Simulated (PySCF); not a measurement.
A calculated (PBE, PySCF 2.14, aug-cc-pwCVTZ-DK3, scalar relativity by spin-free X2C-1e) atom or ion has these occupied shells.

```tsv
shell	electrons	orbital energy (eV)	rms radius, mean of both spins (bohr)
1s α	1	-34309.4	0.0306
1s β	1	-34309.4	0.0306
2s α	1	-5349.8	0.124
2s β	1	-5349.8	0.124
2p α	3	-4806.2	0.111
2p β	3	-4806.2	0.111
3s α	1	-1102.5	0.327
3s β	1	-1102.5	0.327
3p α	3	-926.38	0.328
3p β	3	-926.34	0.328
3d α	5	-663.08	0.305
3d β	5	-663.04	0.305
4s α	1	-207.22	0.762
4s β	1	-207.14	0.762
4p α	3	-151.33	0.816
4p β	3	-151.25	0.816
4d α	5	-69.419	0.947
4d β	5	-69.289	0.947
5s α	1	-29.394	1.94
5s β	1	-28.596	1.94
5p α	3	-17.363	2.34
5p β	2	-16.602	2.34
```

Q: Name the element and its charge.

A: Xe⁺ (xenon, charge +1), in [Kr] 4d10 5s2 5p5, 2P determinant.
